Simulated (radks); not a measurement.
Task: Isoelectronic series with 4 electrons, all held in the configuration [He] 2s2, which need not be the ground one along the series. Calculated with a radial shooting solver on a logarithmic mesh with Libxc functionals: scalar-relativistic Kohn-Sham, SCAN, spin-polarised, spherical densities, finite nucleus; meta-GGA in the generalised Kohn-Sham scheme; Fermi nuclear charge, rms radius of each element as measured or else 0.836 A^(1/3) + 0.57 fm. Total energies (hartree) and mean radii <r> (bohr):

ion    E (hartree)      2s       1s
Mg8+    -162.35238  0.5727   0.1294
Al9+    -192.15080  0.5223   0.1191
Si10+   -224.48281  0.4800   0.1102
P11+    -259.35146  0.4440   0.1026
S12+    -296.76730  0.4131  0.09599
Ar14+   -379.26058  0.3624  0.08496

Estimate the row of Cl13+.

Result: E (hartree) -336.73469; 2s 0.3861; 1s 0.09014.
